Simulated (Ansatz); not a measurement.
## Energy profile

The step: GeSiH₄F₂ ([F][GeH]([F])[SiH3]) → GeF₂ + SiH₄; bonds formed: Si1–H3; bonds broken: Si1–Ge2, Ge2–H3 (atoms numbered as in the saddle structure below).

Si1  (-0.774, -0.826, 0.184)
Ge2  (0.767, 0.987, 0.380)
H3  (0.297, 0.025, -1.031)
F4  (0.484, 2.529, -0.358)
F5  (2.474, 0.784, 0.167)
H6  (-1.344, -1.057, 1.546)
H7  (-1.887, -0.402, -0.695)
H8  (-0.018, -2.041, -0.192)
(Å)

Electronic energies by CCSD(T) at an estimated basis limit (MP2 extrapolated from triple and quadruple zeta, plus CCSD(T) − MP2 in triple zeta), on PBE0-D4/def2-TZVP structures; GeSiH4F2, singlet; no counterpoise correction. Program: Ansatz 0.2.0. Basis: def2-TZVPP and def2-QZVPP. Cores are frozen in the correlated methods. Filled d shells of the heavier atoms are correlated. The def2 sets are not built for correlating such inner shells, so the correlated values are less sure here. Extrapolation: Hartree–Fock as exp(−7.88 √X), correlation as X^−2.97.

(1) Give the profile in kJ/mol, counted from the start structure. (An estimate is asked for; the value comes from the calculation.)

T1 diagnostic: at most 0.016.

Answers

(1) Computed:
```json
{"point": "start structure", "kJ/mol": "0.0"}
{"point": "saddle", "kJ/mol": "201.1"}
{"point": "end structure", "kJ/mol": "33.0"}
{"point": "separated: SiH4 (Si1, H3, H6, H7, H8; singlet) + GeF2 (linked as [F][Ge][F]; Ge2, F4, F5; singlet)", "kJ/mol": "43.2"}
```

Losses and insertions of silylenes and their heavier kin drive the gas-phase chemistry of silicon and germanium vapour deposition.

For scale, one of the runs: CCSD(T)/def2-TZVPP, 208 basis functions, launched by `ansatz run in.yaml --threads 4 --pin off --events-out ev --progress --plain --max-ram 9574MiB`. The run took 110 s on 4 CPU threads of an Arm Neoverse V1 (shared host), with 2.9 GiB of host memory at its peak.
